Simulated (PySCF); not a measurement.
Compound: C5H13NSi.
Numbering: `[H]/[N:7]=[CH:6]/[SiH2:5][C:2]([CH3:1])([CH3:3])[CH3:4]` (hydrogens: H8, H9, H10 on C1; H11, H12, H13 on C3; H14, H15, H16 on C4; H17, H18 on Si5; H19 on C6; H20 on N7)

Level: PBE0/pcSseg-1 and CAM-B3LYP/def2-SVPD in PySCF, non-relativistic, on one gas-phase PBE0-D3(BJ)/def2-SVP geometry that isn't relaxed in the solvent. The solvent is an IEF-PCM continuum (Bondi radii, 1.10 Å for H, scaled by 1.2). Specific hydrogen bonds and non-electrostatic terms are outside this model.

Gas phase at PBE0/pcSseg-1: HOMO -7.21 eV, LUMO -0.79 eV, dipole 1.20 D.

Q: What does the continuum do to the energy, the frontier levels and the dipole at PBE0/pcSseg-1 in benzene and chloroform?

A: 
```tsv
solvent	ε	E(solvent) − E(gas) (kJ/mol)	polarisation term (kJ/mol)	distortion of the solute (kJ/mol)	HOMO (eV)	LUMO (eV)	dipole (D)
benzene	2.271	-5.85	-6.22	0.37	-7.15	-0.74	1.35
chloroform	4.711	-9.63	-10.70	1.07	-7.14	-0.72	1.46
```

The polarisation term is half the interaction of the solute with the surface charges that it induces; the rest is the cost of distorting the solute's density. The sum is the electrostatic part of solvation alone. From benzene to chloroform the lowering changes by a factor 1.65, Onsager's factor (ε − 1)/(2ε + 1) by 1.55 and ε itself by 2.1.

Q: Which radius a makes the point-dipole formula ΔE = −[(ε − 1)/(2ε + 1)]·μ²/a³ give the value in chloroform, with the gas-phase dipole?

A: μ = 0.471 au and |ΔE| = 0.00367 Eh give a = 1.47 Å; the farthest nucleus lies 3.76 Å from the centroid of the nuclei, so such a sphere wouldn't even hold the nuclei. The formula assumes a rigid point dipole at the centre of a sphere.

Q: Which IAO charges (PBE0/pcSseg-1) respond most in benzene (means over atoms taken as equivalent)?

A: 
| atoms | environment | gas (e) | solvent (e) | change |
| --- | --- | --- | --- | --- |
| N7 | C=N nitrogen | -0.410 | -0.424 | -0.014 |
| H20 | N–H hydrogen | +0.246 | +0.254 | +0.008 |
| H19 | hydrogen on a C=N carbon | +0.110 | +0.117 | +0.007 |
| C6 | C=N carbon | -0.216 | -0.213 | +0.003 |
| C1/C3/C4 | methyl carbon | -0.407 | -0.409 | -0.002 |
| H17/H18 | Si–H hydrogen | -0.120 | -0.121 | -0.001 |

Gas phase at CAM-B3LYP/def2-SVPD: HOMO -8.61 eV, LUMO 0.25 eV, dipole 1.18 D.

Q: What does the continuum do to the energy, the frontier levels and the dipole at CAM-B3LYP/def2-SVPD in benzene?

A: 
```
solvent      ε  E(solvent) − E(gas) (kJ/mol)  polarisation term (kJ/mol)  distortion of the solute (kJ/mol)  HOMO (eV)  LUMO (eV)  dipole (D)
benzene  2.271                         -5.64                       -6.05                               0.41      -8.54       0.32        1.35
```

Q: How does the static polarisability (CAM-B3LYP/def2-SVPD, frozen core, with the continuum's full static response) change?

A: 
```tsv
medium	isotropic (au)	principal values (au)	⟨r²⟩ of the electrons (bohr²)
gas	96.0	84.2, 99.1, 104.8	1075.7
benzene	110.3	96.9, 115.1, 118.8	1075.3
```

The isotropic value in benzene is 1.15 times the gas-phase one; no cavity-field correction is applied. ⟨r²⟩ is taken about the centre of nuclear charge.

On Arm Neoverse V1, one thread, no GPU, on a shared host, this took 29 s wall and 1.2 GiB of memory at its peak. This is the whole shielding run at PBE0/pcSseg-1 in chloroform, SCF included.

Conformer computed: `[H]/[N:7]=[CH:6]/[SiH2:5][C:2]([CH3:1])([CH3:3])[CH3:4]`: C1–C2–Si5–C6 59°, C2–Si5–C6–N7 4°.
